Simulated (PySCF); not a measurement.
Delta-SCF ions had no search for a lower state. Excitations are Tamm–Dancoff values on a coarser integration grid. The basis has no diffuse functions, so Rydberg states are missing or too high.

Cartesian coordinates (Å):
```xyz
18

Si    -3.8193    -1.1120     0.1381
Si    -3.8144     1.1179    -0.2170
Si    -1.9311     2.1994     0.2971
Si     0.0031     1.1246    -0.1997
Si     1.9273     2.1957     0.3419
Si     3.8200     1.1128    -0.1330
Si     3.8143    -1.1184     0.2136
Si     1.9310    -2.1987    -0.3032
Si    -0.0027    -1.1247     0.1969
Si    -1.9280    -2.1965    -0.3390
H     -5.1163    -1.8289    -0.1386
H     -5.1154     1.8366     0.0348
H     -1.9243     3.6875     0.0532
H      1.9282     3.6844     0.1015
H      5.1161     1.8285     0.1505
H      5.1154    -1.8362    -0.0407
H      1.9245    -3.6872    -0.0622
H     -1.9284    -3.6845    -0.0943
```
Charge 0, spin multiplicity 1.

Question: What is the computed S1 excitation (TDA), vertical ionisation energy (Delta-SCF), LUMO, brightest of the four lowest singlets (TDA), vertical electron affinity (Delta-SCF), total energy, HOMO–LUMO gap and T1 excitation (TDA) (PBE0-D3(BJ)/def2-SVP // PBE-D3(BJ)/def2-SVP run with PySCF 2.14.0)?

Answer: 
The S1 excitation (TDA) comes out as 2.02 eV and the vertical ionisation energy (Delta-SCF) is 6.78 eV. The LUMO comes out as -3.17 eV. The brightest of the four lowest singlets (TDA) comes out as 2.08 eV, the vertical electron affinity (Delta-SCF) comes out as 2.02 eV and the total energy comes out as -2897.5689 Ha. The HOMO–LUMO gap is 2.45 eV and the T1 excitation (TDA) is 1.06 eV.
